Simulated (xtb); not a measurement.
xtb input (GFN2-xTB):

```bash
xtb mol.xyz --gfn 2 --sp --chrg 1 --uhf 0
```
mol.xyz:
```
2

Ti    -0.00000000    -0.00000000    -0.37574729
N      0.00000000     0.00000000     1.18092005
```

Output:

```
           -------------------------------------------------
          |                Calculation Setup                |
           -------------------------------------------------

           -------------------------------------------------
          |                 G F N 2 - x T B                 |
           -------------------------------------------------

        Reference                      10.1021/acs.jctc.8b01176
      * Hamiltonian:
        H0-scaling (s, p, d)           1.850000    2.230000    2.230000
        zeta-weighting                 0.500000
      * Dispersion:
        s8                             2.700000
        a1                             0.520000
        a2                             5.000000
        s9                             5.000000
      * Repulsion:
        kExp                           1.500000    1.000000
        rExp                           1.000000
      * Coulomb:
        alpha                          2.000000
        third order                    shell-resolved
        anisotropic                    true
        a3                             3.000000
        a5                             4.000000
        cn-shift                       1.200000
        cn-exp                         4.000000
        max-rad                        5.000000

          ...................................................
          :                      SETUP                      :
          :.................................................:
          :  # basis functions                  14          :
          :  # atomic orbitals                  13          :
          :  # shells                            5          :
          :  # electrons                         8          :
          :  max. iterations                   250          :
          :  Hamiltonian                  GFN2-xTB          :
          :  restarted?                      false          :
          :  GBSA solvation                  false          :
          :  PC potential                    false          :
          :  electronic temp.          300.0000000     K    :
          :  accuracy                    1.0000000          :
          :  -> integral cutoff          0.2500000E+02      :
          :  -> integral neglect         0.1000000E-07      :
          :  -> SCF convergence          0.1000000E-05 Eh   :
          :  -> wf. convergence          0.1000000E-03 e    :
          :  Broyden damping             0.4000000          :
          :  net charge                          1          :
          :  unpaired electrons                  0          :
          ...................................................

 iter      E             dE          RMSdq      gap      omega  full diag
   1     -3.3510890 -0.335109E+01  0.505E+01    0.60       0.0  T
   2     -3.2171888  0.133900E+00  0.192E+01    3.74       1.0  T
   3     -3.5706575 -0.353469E+00  0.200E+01    0.57       1.0  T
   4     -3.8536208 -0.282963E+00  0.634E+00    1.17       1.0  T
   5     -3.8914734 -0.378526E-01  0.200E+00    0.78       1.0  T
   6     -3.8884150  0.305843E-02  0.156E+00    0.65       1.0  T
   7     -3.8916780 -0.326305E-02  0.104E-01    0.75       1.0  T
   8     -3.8916647  0.133449E-04  0.125E-01    0.74       1.0  T
   9     -3.8916869 -0.222268E-04  0.254E-02    0.75       2.8  T
  10     -3.8916852  0.173087E-05  0.348E-02    0.75       2.0  T
  11     -3.8916864 -0.125825E-05  0.180E-02    0.75       3.9  T
  12     -3.8916869 -0.500988E-06  0.170E-03    0.75      41.6  T
  13     -3.8916869 -0.122569E-08  0.559E-04    0.75     126.4  T
  14     -3.8916869 -0.277591E-09  0.174E-04    0.75     407.2  T

   *** convergence criteria satisfied after 14 iterations ***

         #    Occupation            Energy/Eh            Energy/eV
      -------------------------------------------------------------
         1        2.0000           -0.9075106             -24.6946
         2        2.0000           -0.6958398             -18.9348
         3        2.0000           -0.6499321             -17.6856
         4        2.0000           -0.6499321             -17.6856 (HOMO)
         5        0.0000           -0.6224743             -16.9384 (LUMO)
         6                         -0.5615439             -15.2804
         7                         -0.5615439             -15.2804
         8                         -0.5118146             -13.9272
         9                         -0.5118146             -13.9272
       ...                                ...                  ...
        13                          0.1112497               3.0273
      -------------------------------------------------------------
                  HL-Gap            0.0274578 Eh            0.7472 eV
             Fermi-level           -0.6358739 Eh          -17.3030 eV

 SCC (total)                   0 d,  0 h,  0 min,  0.004 sec
 SCC setup                      ...        0 min,  0.000 sec (  4.190%)
 Dispersion                     ...        0 min,  0.000 sec (  2.334%)
 classical contributions        ...        0 min,  0.000 sec (  1.381%)
 integral evaluation            ...        0 min,  0.000 sec ( 13.152%)
 iterations                     ...        0 min,  0.002 sec ( 61.805%)
 molecular gradient             ...        0 min,  0.001 sec ( 13.469%)
 printout                       ...        0 min,  0.000 sec (  2.961%)

         :::::::::::::::::::::::::::::::::::::::::::::::::::::
         ::                     SUMMARY                     ::
         :::::::::::::::::::::::::::::::::::::::::::::::::::::
         :: total energy              -3.809569647987 Eh    ::
         :: gradient norm              0.242329236812 Eh/a0 ::
         :: HOMO-LUMO gap              0.747163506762 eV    ::
         ::.................................................::
         :: SCC energy                -3.891686935872 Eh    ::
         :: -> isotropic ES            0.112257658108 Eh    ::
         :: -> anisotropic ES          0.007756783714 Eh    ::
         :: -> anisotropic XC          0.000506599979 Eh    ::
         :: -> dispersion             -0.000756472988 Eh    ::
         :: repulsion energy           0.082117287885 Eh    ::
         :: add. restraining           0.000000000000 Eh    ::
         :: total charge               1.000000000002 e     ::
         :::::::::::::::::::::::::::::::::::::::::::::::::::::

           -------------------------------------------------
          |                Property Printout                |
           -------------------------------------------------

    * Orbital Energies and Occupations

         #    Occupation            Energy/Eh            Energy/eV
      -------------------------------------------------------------
         1        2.0000           -0.9075106             -24.6946
         2        2.0000           -0.6958398             -18.9348
         3        2.0000           -0.6499321             -17.6856
         4        2.0000           -0.6499321             -17.6856 (HOMO)
         5        0.0000           -0.6224743             -16.9384 (LUMO)
         6                         -0.5615439             -15.2804
         7                         -0.5615439             -15.2804
         8                         -0.5118146             -13.9272
         9                         -0.5118146             -13.9272
        10                         -0.4010865             -10.9141
        11                         -0.3147516              -8.5648
        12                         -0.3147516              -8.5648
        13                          0.1112497               3.0273
      -------------------------------------------------------------
                  HL-Gap            0.0274578 Eh            0.7472 eV
Note: The following floating-point exceptions are signalling: IEEE_DENORMAL
normal termination of xtb
             Fermi-level           -0.6358739 Eh          -17.3030 eV

     #   Z          covCN         q      C6AA      α(0)
     1  22 Ti       0.776     1.211   785.928    83.139
     2   7 N        0.776    -0.211    26.330     7.492

 Mol. C6AA /au·bohr⁶  :       1048.408811
 Mol. C8AA /au·bohr⁸  :     105882.638912
 Mol. α(0) /au        :         90.631106

Wiberg/Mayer (AO) data.
largest (>0.10) Wiberg bond orders for each atom

 ---------------------------------------------------------------------------
     #   Z sym  total        # sym  WBO       # sym  WBO       # sym  WBO
 ---------------------------------------------------------------------------
     1  22 Ti   2.892 --     2 N    2.892
     2   7 N    2.892 --     1 Ti   2.892
 ---------------------------------------------------------------------------

Topologies differ in total number of bonds
Writing topology from bond orders to xtbtopo.mol

molecular dipole:
                 x           y           z       tot (Debye)
 q only:        0.000       0.000      -1.330
   full:        0.000      -0.000      -3.271       8.315
molecular quadrupole (traceless):
                xx          xy          yy          xz          yz          zz
 q only:        0.219       0.000       0.219       0.000       0.000      -0.439
  q+dip:       -0.512       0.000      -0.512       0.000       0.000       1.024
   full:        0.773       0.000       0.773       0.000       0.000      -1.545

           -------------------------------------------------
          | TOTAL ENERGY               -3.809569647987 Eh   |
          | GRADIENT NORM               0.242329236812 Eh/α |
          | HOMO-LUMO GAP               0.747163506762 eV   |
           -------------------------------------------------

------------------------------------------------------------------------
------------------------------------------------------------------------
 total:
 SCF:
```

This state (charge 1, singlet) is run at the relaxed geometry of the species with charge 0 and multiplicity 2.
